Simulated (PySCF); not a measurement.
Species: C₂H₆AlNO.
Structure used (PBE0-D3(BJ)/def2-SVP), in Å, numbered top down from 1:
```xyz
11
C2H6AlNO angstrom
C      2.5686    1.0633   -0.4378
N      1.8055    0.2146   -0.3171
Al     0.3765   -1.2876   -0.0016
O     -0.8296   -0.3504    0.7983
C     -1.8944    0.4119    0.3597
H      3.2889    1.8623   -0.5487
H      0.1141   -1.6729   -1.5322
H      1.2615   -2.2007    0.9556
H     -1.6720    1.4977    0.4073
H     -2.7883    0.2451    0.9901
H     -2.1922    0.1919   -0.6865
```

The calculation used PBE0-D3(BJ)/def2-SVP geometry optimisation, gas phase in PySCF.

(1) Which atoms are bound to Al3, and at what distances?

(2) List the angles at Al3.

(3) What is the shape at Al3?

(4) What are the other bond lengths?

(5) Give some angles away from the centre.

(6) What are the rotational constants (commonest isotopes, rigid rotor)?

Results:

(1) 4 atoms: H8 1.592 Å, H7 1.600 Å, O4 1.724 Å, N2 2.097 Å. The nearest atom not counted as bound is C5, at 2.86 Å.

(2) 
| angle | degrees | distance of the outer atoms (Å) |
| --- | --- | --- |
| H7–Al3–H8 | 121.9 | 2.79 |
| O4–Al3–H7 | 117.4 | 2.84 |
| O4–Al3–H8 | 114.9 | 2.80 |
| N2–Al3–O4 | 99.0 | 2.92 |
| N2–Al3–H7 | 98.1 | 2.81 |
| N2–Al3–H8 | 97.0 | 2.78 |

(3) Distorted tetrahedral: angles from 97.0° to 121.9°; τ4 = (360° − α − β)/141° = 0.86 with α and β the two widest (0 for a square, 1 for a tetrahedron).

(4) C1≡N2 1.148 Å; O4–C5 1.381 Å; C1–H6 1.081 Å; C5–H9, C5–H10, C5–H11 1.109 Å.

(5) C1–N2–Al3 176.9°, Al3–O4–C5 133.8°.

(6) A = 6621, B = 2228, C = 1778 MHz: an asymmetric top.

Point group: C1 (no symmetry element, even within 0.4 Å). Charge 0, singlet. PBE0-D3(BJ)/def2-SVP frequencies: not computed here.

One conformer stands for the species.
